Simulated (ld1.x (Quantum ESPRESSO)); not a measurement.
Ni: one change to a TM potential, before and after

```
Element                 : nickel (Ni)
Generator               : ld1.x (Quantum ESPRESSO) 7.5
Type                    : norm-conserving Troullier–Martins (Kleinman–Bylander form)
Functional              : PBEsol
Relativity              : scalar-relativistic
Frozen core             : [Ar]
Valence charge          : 10
Reference configuration : 3d8 4s1 4p0 (charge +1)
Partial waves           : 4p (bound, empty): rc 2.00 bohr; 3d (bound): rc 0.90 bohr; 4s (bound): rc 1.50 bohr
Local potential         : the s channel
Core correction         : a·sin(br)/r model core, default radius (core density twice the valence density)
```

Change: wave 4p (bound): rc 2.00 bohr becomes 4p (bound): rc 2.26 bohr.

Cutoffs: the cutoffs (Ry, on a coarse ladder) from which the occupation-weighted sum of valence levels, in a spherical-Bessel basis at the reference potential, stays within 10 and 1 mRy of its value at 400 Ry; they do not see the model core or the augmentation charge, which bear on the density cutoff. Errors are all-electron minus pseudo energies relative to the spin-unpolarised reference configuration.

Question: What does the change do?

Answer: The bound ghost in p disappears; of the 7 tests that both files solve, the error grows in 1 and shrinks in 0 by more than 15 % and 0.3 meV (median size 14.3 → 14.3 meV).

```tsv
quantity	base	changed
cutoff, loose	260 Ry	260 Ry
cutoff, tight	over 300 Ry	over 300 Ry
bound ghosts	p	none
error for 3d8 4s2 4p0, meV [ΔE -9.34 eV]	-2.8	-2.8
error for 3d8 4s0 4p0, meV [ΔE 17.26 eV]	-14	-14
error for 3d7 4s0 4p0, meV [ΔE 54.70 eV]	-546	-546
error for 3d8 4s1 4p1, meV [ΔE -4.71 eV]	-2.2	-2.4
error for 3d9 4s1 4p0, meV [ΔE -10.94 eV]	-192	-192
error for 3d7 4s2 4p1, meV [ΔE 1.24 eV]	-515	-521
error for 3d8 4s0 4p1, meV [ΔE 5.71 eV]	-1.2	-1.6
```

 A true bound ghost makes a file unfit for plane-wave use even where its test errors are small: the radial tests pick states by their node count and pass the ghost by.
